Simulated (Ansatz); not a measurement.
`[CH3][Al]([NH2])[SiH3]`, relaxed with RKS PBE0-D4/def2-TZVP in Ansatz 0.2.0 from a PBE-D4/def2-SVP geometry. The force threshold is 0.005 eV/Å; the program also tests the step.

Charge 0, multiplicity 1.

Start:

```xyz
12

C    -0.924   -1.361    1.226
Al   -0.313    0.079    0.034
N    -1.486    1.310   -0.529
Si    1.991    0.341   -0.788
H    -0.370   -1.344    2.190
H    -2.007   -1.293    1.458
H    -0.736   -2.358    0.774
H    -1.266    2.095   -1.147
H    -2.478    1.339   -0.279
H     2.444   -0.851   -1.600
H     2.990    0.487    0.336
H     2.155    1.554   -1.675
```

(1) By how much does the energy fall, and how many steps does the optimiser take? (Best estimate.)

(2) Which bonds change most? (An estimate is asked.)

(3) Give the relaxed structure. (An estimate is asked.)

Results:

(1) Computed: 3.87 kJ/mol, in 5 steps.

(2) Computed: Al2–N3 from 1.791 to 1.771 Å; Si4–H12 from 1.511 to 1.493 Å; Si4–H10 from 1.512 to 1.493 Å; Si4–H11 from 1.512 to 1.493 Å.

(3) Computed: 
```xyz
12

C    -0.915   -1.350    1.215
Al   -0.321    0.083    0.030
N    -1.483    1.301   -0.521
Si    1.981    0.339   -0.786
H    -0.365   -1.331    2.161
H    -1.981   -1.282    1.448
H    -0.732   -2.332    0.768
H    -1.257    2.070   -1.131
H    -2.460    1.328   -0.277
H     2.426   -0.844   -1.581
H     2.958    0.481    0.334
H     2.149    1.536   -1.661
```
